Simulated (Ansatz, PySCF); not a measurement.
H2BO, SMILES `B[O+]` (lower singlet) (charge 1, multiplicity 1). This singlet lies 2.14 eV below the relaxed triplet at the level B3LYP-D3(BJ)/def2-TZVP (PySCF).

Cartesian coordinates (Å):
```xyz
4

B      0.3394    -0.0104     0.0053
O      1.5221    -0.0465     0.0236
H     -0.9441    -0.4095    -0.0146
H     -0.9174     0.4663    -0.0142
```
Charge +1, spin multiplicity 1.

Frozen-core energies in 6-31g from Ansatz (a first-principles code) at a geometry from B3LYP-D3(BJ)/def2-TZVP; the HF reference has <S^2> = 0.00 (restricted, and unstable towards unrestricted orbitals) and the T1 diagnostic is 0.026.

| level | energy (Ha) | difference from CCSDTQ (mHa) |
|---|---|---|
| HF | -100.21992 | 229.78 |
| MP2 | -100.44250 | 7.20 |
| CCSD | -100.43998 | 9.72 |
| CCSD(T) | -100.44804 | 1.66 |
| CCSDT | -100.44883 | 0.88 |
| CCSDT(Q) | -100.44999 | -0.28 |
| CCSDTQ | -100.44970 | 0.00 |
